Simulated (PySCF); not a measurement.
Structure with atom numbers: `[CH2:1]=[C:2]1[CH2:3][CH2:4][CH2:5][C@@H:6]([B:7]([CH3:8])[CH3:9])[CH2:10]1` (H(Xn): hydrogen on atom n). Ha(C3), Ha(C4), Ha(C5), Ha(C10) are cis to B7 on the ring; Ha(C1) is cis to C3; Hb(C3), Hb(C4), Hb(C5), Hb(C10) are trans to B7 on the ring; Hb(C1) is trans to C3.

Method: GIAO PBE0/pcSseg-1 shieldings, structure optimised with PBE0-D3(BJ)/def2-SVP, in PySCF 2.14.0 with density-fitted response routines (non-relativistic Hamiltonian, isolated molecule, one computed conformer, rapidly exchanging positions averaged).

References, each an isolated molecule treated in the same way: TMS for ¹³C.

Do the ¹³C shifts follow the atomic charges (in e)? Tabulate both.

## Answers


| atoms | hybridisation | δ (ppm) | σ para (ppm) | Hirshfeld | IAO | Mulliken | ESP-fitted |
| --- | --- | --- | --- | --- | --- | --- | --- |
| C2 | sp2 | 158.6 | -235 | +0.01 | +0.03 | -0.40 | +0.19 |
| C1 | sp2 | 114.0 | -180 | -0.12 | -0.34 | -0.09 | -0.65 |
| C6 | sp3 | 42.1 | -111 | -0.09 | -0.24 | -0.47 | +0.16 |
| C3 | sp3 | 38.6 | -100 | -0.07 | -0.26 | -0.10 | -0.16 |
| C10 | sp3 | 36.7 | -102 | -0.06 | -0.24 | -0.09 | -0.24 |
| C4 | sp3 | 31.6 | -94 | -0.07 | -0.25 | -0.19 | +0.05 |
| C5 | sp3 | 30.2 | -94 | -0.07 | -0.24 | -0.19 | -0.19 |
| C8/C9 | sp3 | 14.1 | -83 | -0.19 | -0.56 | -0.52 | -0.71 |

Correlation coefficients of δ with charge over these carbons: Hirshfeld +0.53, IAO +0.64, Mulliken -0.01, ESP-fitted +0.20; with the paramagnetic shielding -1.00. Among the 6 sp3 carbons alone: Hirshfeld +0.81, IAO +0.89, Mulliken +0.45, ESP-fitted +0.85. With so few points, grouped by hybridisation, these coefficients are fragile. Charge is one influence among several: hybridisation and low-lying excitations act through the paramagnetic term.

A carbon bonded to boron is broadened by the quadrupolar boron nucleus and is often missing from a measured spectrum. Shifts are as computed. Against solution values, carbons near 30 ppm lie about +2 ppm off and those near 130 ppm about +5 ppm. Of 1211 compounds with measured shifts, 218 miss one by over three times the rms of a fit or turn the order of signals round; such compounds aren't used in these exercises.
